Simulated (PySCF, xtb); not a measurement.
C4H4F2O2, SMILES FC(F)=C1OCOC1. Other conformers were not sampled.

Harmonic wavenumbers (cm⁻¹) from xtb 6.7.1 with GFN2-xTB at its own minimum, in rising order: 100, 144, 162, 229, 351, 369, 425, 480, 583, 723, 842, 971, 987, 1003, 1071, 1081, 1101, 1136, 1193, 1198, 1212, 1263, 1311, 1448, 1475, 1821, 2808, 2867, 2982, 2997.

What does B3LYP-D3(BJ)/def2-SVP run with PySCF give at its own minimum? (An estimate is asked for; the answer gives what the named calculation found.)

73, 161, 173, 260, 359, 391, 519, 535, 637, 758, 847, 984, 1020, 1035, 1120, 1146, 1173, 1198, 1245, 1259, 1338, 1356, 1431, 1486, 1524, 1887, 2958, 2988, 3110, 3127. Paired by order, the mean absolute difference is 61 cm⁻¹ and the zero-point energies are 49.1 and 51.6 kcal/mol.
